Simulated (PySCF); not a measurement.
Species: `C/C=C1C=C\1OC`. The columns A, B, C and D hold Mulliken, IAO, Hirshfeld and ESP-fitted charges (e) of one PBE0/pcSseg-1 density (PySCF), in a shuffled order. Coordinates in Å (PBE0-D3(BJ)/def2-SVP); the density's dipole moment is (1.65, 0.81, 0.21) D.

```json
{"atom": "C1", "x": "-2.626", "y": "-0.046", "z": "-0.890", "A": "-0.139", "B": "-0.404", "C": "-0.124", "D": "-0.223"}
{"atom": "C2", "x": "-1.205", "y": "0.355", "z": "-0.644", "A": "-0.359", "B": "-0.290", "C": "-0.127", "D": "-0.276"}
{"atom": "C3", "x": "-0.267", "y": "-0.469", "z": "-0.166", "A": "+0.048", "B": "-0.008", "C": "-0.033", "D": "-0.011"}
{"atom": "C4", "x": "0.177", "y": "-1.769", "z": "0.323", "A": "-0.280", "B": "-0.213", "C": "-0.068", "D": "-0.166"}
{"atom": "C5", "x": "1.058", "y": "-0.782", "z": "0.263", "A": "+0.204", "B": "+0.230", "C": "+0.086", "D": "+0.252"}
{"atom": "O6", "x": "2.292", "y": "-0.389", "z": "0.455", "A": "-0.242", "B": "-0.287", "C": "-0.087", "D": "-0.427"}
{"atom": "C7", "x": "2.550", "y": "0.976", "z": "0.156", "A": "-0.029", "B": "-0.202", "C": "-0.019", "D": "-0.040"}
{"atom": "H8", "x": "-2.793", "y": "-1.101", "z": "-0.619", "A": "+0.075", "B": "+0.136", "C": "+0.036", "D": "+0.107"}
{"atom": "H9", "x": "-3.337", "y": "0.560", "z": "-0.301", "A": "+0.058", "B": "+0.134", "C": "+0.033", "D": "+0.115"}
{"atom": "H10", "x": "-2.917", "y": "0.072", "z": "-1.949", "A": "+0.056", "B": "+0.134", "C": "+0.033", "D": "+0.115"}
{"atom": "H11", "x": "-0.913", "y": "1.386", "z": "-0.870", "A": "+0.132", "B": "+0.132", "C": "+0.023", "D": "+0.080"}
{"atom": "H12", "x": "-0.069", "y": "-2.801", "z": "0.556", "A": "+0.209", "B": "+0.174", "C": "+0.077", "D": "+0.084"}
{"atom": "H13", "x": "3.629", "y": "1.125", "z": "0.278", "A": "+0.098", "B": "+0.167", "C": "+0.061", "D": "+0.135"}
{"atom": "H14", "x": "2.258", "y": "1.211", "z": "-0.879", "A": "+0.085", "B": "+0.149", "C": "+0.054", "D": "+0.129"}
{"atom": "H15", "x": "2.006", "y": "1.636", "z": "0.848", "A": "+0.084", "B": "+0.149", "C": "+0.054", "D": "+0.127"}
```

Which column most likely holds the ESP-fitted charges?

A. Σ q r misses the density's dipole by 0.06 D (A), 0.52 D (B), 0.72 D (C), 2.32 D (D). Charges fitted to the outside potential are the only set here that is tied to the molecule's multipoles.

And the Hirshfeld charges?

C. The mean sizes are 0.061 e (C), 0.140 e (A), 0.152 e (D), 0.187 e (B), and Hirshfeld charges are commonly the smallest of these schemes.

As computed, A = ESP-fitted, B = IAO, C = Hirshfeld, D = Mulliken. Hydrogens on carbon: ESP-fitted +0.06 to +0.21, IAO +0.13 to +0.17, Hirshfeld +0.02 to +0.08, Mulliken +0.08 to +0.14 e.

The Mulliken scheme gives each basis function's population to the atom it is centred on and halves the overlap population of two atoms between them. The IAO scheme counts the electrons in orthogonalised intrinsic atomic orbitals, a minimal basis polarised so that it spans the occupied orbitals exactly.

Isolated species at its PBE0-D3(BJ)/def2-SVP geometry (one conformer only).

Shape of the structure used: `[CH3:1]/[CH:2]=[C:3]1[CH:4]=[C:5]\1[O:6][CH3:7]`: C4–C5–O6–C7 -179°.
